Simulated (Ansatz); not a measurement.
Cost and result for the atomization energy of `CC[CH2][AlH2]` (13 atoms, 12 bonds).

Cartesian coordinates in Å:
```
C 0.0488 -1.8979 0.4017
C 0.1850 -0.3973 0.6059
C -0.1923 0.4196 -0.6285
Al -0.0539 2.3667 -0.4829
H 0.6897 -2.2400 -0.4160
H 0.3248 -2.4567 1.3001
H -0.9802 -2.1646 0.1440
H 1.2144 -0.1663 0.9029
H -0.4352 -0.0917 1.4563
H -1.2217 0.1824 -0.9367
H 0.4188 0.1067 -1.4884
H -0.4248 3.2850 -1.7287
H 0.4267 3.0540 0.8704
```

The species carries charge 0 and has multiplicity 1. Geometry: relaxed with PBE0-D4/def2-TZVP. It is one conformer, not always the lowest. Program: Ansatz. All runs use 4 threads of an Intel Xeon Platinum 8488C on a shared host. Times are those of one run each, without the atoms' runs, and a repeat can differ threefold. Electronic energies, without spin–orbit coupling; frozen cores. CCSD(T)/CBS adds CCSD(T) − MP2 in def2-TZVPP to the MP2 limit, and its time is that of the two runs behind it. T1 = 0.009. B3LYP takes the VWN-RPA correlation (the form of Gaussian; ORCA's B3LYP/G).

CCSD(T)/CBS is a level of theory with its own doubt, some kJ/mol a heavy atom from the limit and from the frozen cores, so smaller differences don't rank the functionals.

```json
{"level": "LDA (SPW92)/def2-TZVPP", "functions": "261", "wall time": "1 s"}
{"level": "revPBE-D4/def2-TZVPP", "functions": "261", "wall time": "1.4 s"}
{"level": "PBE-D4/def2-TZVPP (with forces)", "functions": "261", "wall time": "1.7 s"}
{"level": "BHLYP-D4/def2-TZVPP", "functions": "261", "wall time": "1.9 s"}
{"level": "CCSD(T)/def2-SVP", "functions": "105", "wall time": "2.1 s"}
{"level": "r2SCAN-D4/def2-TZVPP (with forces)", "functions": "261", "wall time": "2.8 s"}
{"level": "B3LYP-D4/def2-TZVPP (with forces)", "functions": "261", "wall time": "3 s"}
{"level": "B2PLYP/def2-TZVPP", "functions": "261", "wall time": "3.3 s"}
{"level": "ωB97X-V/def2-TZVPP", "functions": "261", "wall time": "4.5 s"}
{"level": "ωB97M-V/def2-TZVPP (with forces)", "functions": "261", "wall time": "6.5 s"}
{"level": "MP2/def2-QZVPP", "functions": "511", "wall time": "15 s"}
{"level": "CCSD(T)/def2-TZVPP", "functions": "261", "wall time": "52 s"}
{"level": "CCSD(T)/CBS(def2)", "functions": "–", "wall time": "67 s"}
```

(1) What atomization energy does each give, and how far from CCSD(T)/CBS? (An estimate is asked.)

## Answers

(1) Computed: 
```
                             level  atomization (kcal/mol)  difference from CCSD(T)/CBS  per bond
            LDA (SPW92)/def2-TZVPP                  1233.9                        129.6      10.8
              revPBE-D4/def2-TZVPP                  1092.8                        -11.5      -1.0
   PBE-D4/def2-TZVPP (with forces)                  1112.2                          7.9       0.7
               BHLYP-D4/def2-TZVPP                  1085.7                        -18.6      -1.6
                  CCSD(T)/def2-SVP                  1061.3                        -43.0      -3.6
r2SCAN-D4/def2-TZVPP (with forces)                  1105.3                          1.0       0.1
 B3LYP-D4/def2-TZVPP (with forces)                  1104.3                          0.0       0.0
                 B2PLYP/def2-TZVPP                  1092.8                        -11.5      -1.0
                ωB97X-V/def2-TZVPP                  1106.2                          1.9       0.2
  ωB97M-V/def2-TZVPP (with forces)                  1106.4                          2.1       0.2
                    MP2/def2-QZVPP                  1098.7                         -5.6      -0.5
                CCSD(T)/def2-TZVPP                  1081.5                        -22.8      -1.9
                 CCSD(T)/CBS(def2)                  1104.3                          0.0       0.0
```

From PBE to PBE0 (25 % exact exchange), in def2-TZVPP and without D4, the atomization energy moves by −6.8 kcal/mol: exact exchange takes away binding that semilocal exchange gives to molecules. The D4 term adds +8.1 kcal/mol with B3LYP and +4.3 kcal/mol with PBE0; it sums over pairs of atoms, weighted by their polarisabilities, and B3LYP, whose exchange is more repulsive, gets the larger term. In def2-TZVPP, CCSD(T) changes the Hartree–Fock value by +236.9 kcal/mol (the triples alone add +10.7 kcal/mol) and MP2 by +240.7 kcal/mol; breaking electron pairs costs correlation energy, which Hartree–Fock lacks.
